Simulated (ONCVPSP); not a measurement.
Plane-wave convergence, ONCV potential for O (Z = 8)

```json
{
 "Element": "O",
 "Generator": "ONCVPSP 4.0.1",
 "Type": "optimised norm-conserving Vanderbilt (ONCV)",
 "Functional": "LDA (Perdew-Wang 92)",
 "Relativity": "scalar-relativistic",
 "Frozen core": "[He]",
 "Valence charge": "6",
 "Reference configuration": "2s2 2p2.5 (charge +1.5)",
 "Partial waves": "2s: rc 0.75 bohr, ncon 3, nbas 7, qcut 8.5 1/bohr, 2 projectors, debl 1.1 Ha; 2p: rc 1.35 bohr, ncon 4, nbas 7, qcut 12.2 1/bohr, 3 projectors, debl 0.9 Ha; d scattering state at 0.36 Ha: rc 1.20 bohr, ncon 4, nbas 8, qcut 8 1/bohr, 2 projectors, debl 0.4 Ha",
 "Local potential": "polynomial inside 0.75 bohr (lpopt 5, dvloc0 0 Ha)",
 "Core correction": "polynomial model core, fcfact 0.4"
}
```

In the s channel the program set the typed energies aside and used -1.778, 0.250 Ha. In the p channel the program set the typed energies aside and used -1.234, 0.250, 1.150 Ha.

**Question.** For each optimised wave give the share of its norm inside rc, the residual kinetic energy above qcut (Ha) and the cutoffs (Ha) for errors of 10, 1, 0.1 and 0.01 mHa per electron.

**Answer.**

```tsv
wave	norm inside rc	residual KE	10 mHa	1 mHa	0.1 mHa	0.01 mHa
2s	0.261	1.8e-03	26.9	42.2	218.4	352.1
s projector 2	0.049	6.0e-04	19.9	33.3	130.2	360.5
2p	0.758	7.9e-09	32.6	42.9	51.5	58.6
p projector 2	0.045	6.5e-09	24.4	37.0	47.4	56.1
p projector 3	0.068	3.4e-08	29.2	41.5	51.8	60.3
d projector 1	0.072	3.3e-05	9.9	19.3	27.9	56.8
d projector 2	0.050	2.7e-05	9.5	18.6	27.6	36.2
```

The occupied waves need 43 Ha and 218 Ha for 1 and 0.1 mHa.
